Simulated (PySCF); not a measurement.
Input of a run (PBE0-D3(BJ)/def2-SVP geometry optimisation, gas phase, def2 core potentials past Kr (PySCF 2.14.0)), started from GFN2-xTB:
```
{"job": {"xc": "PBE0", "basis": "def2-SVP", "d3": "d3bj", "grid": 1, "maxiter": 30, "shake": 0.01, "kind": "geom"}, "charge": 0, "multiplicity": 1}
Cl     2.042150     1.752890    -0.230460
B      1.345130     0.205290    -0.269690
Cl     2.363850    -1.102150    -0.634900
Pb    -0.921100    -0.140030     0.172610
H     -1.231120    -0.773890     1.766460
H     -1.682700    -1.285460    -0.913300
H     -1.882260     1.314250     0.059350
```

Output (energies in Eh, forces in Eh/bohr):
```
step   0  E = -1139.28491608  max force = 0.026114
step   1  E = -1139.28775022  max force = 0.014019
step   2  E = -1139.28817314  max force = 0.002656
step   3  E = -1139.28824955  max force = 0.000894
step   4  E = -1139.28825403  max force = 0.000649
step   5  E = -1139.28825803  max force = 0.000154
optimisation converged
```

Q: Summarise the run.

A: The energy falls by 8.8 kJ/mol over 6 energy and gradient evaluations, the largest force component goes from 0.0261 to 1.5e-04 Eh/bohr, and the atoms move by 0.058 Å rms after alignment. Among the bonds, Cl1–B2 and B2–Cl3 change most and about equally (+0.047 to +0.048 Å). Bonds longer at the end by more than 0.005 Å: 5 of 6; shorter: 1. Among the angles that change most is H6–Pb4–H7, from 105.4° to 108.7°. The energy never rose by more than 1e-6 Eh on the way. The first step brought 85 % of the lowering.

Q: What are the final bond lengths?

A: Cl1–B2 1.745 Å, B2–Cl3 1.745 Å, B2–Pb4 2.307 Å, Pb4–H5 1.763 Å, Pb4–H6 1.762 Å, Pb4–H7 1.761 Å. Numbering counts from 1 in the input's order; the species is `Cl[B](Cl)[PbH3]`.

The run used 91 basis functions and 38 SCF cycles in all. Time: 22 s; peak memory 0.44 GiB. Hardware: an Arm Neoverse V1 with one thread, no GPU, on a shared host.

Not checked by PBE0-D3(BJ)/def2-SVP frequencies.
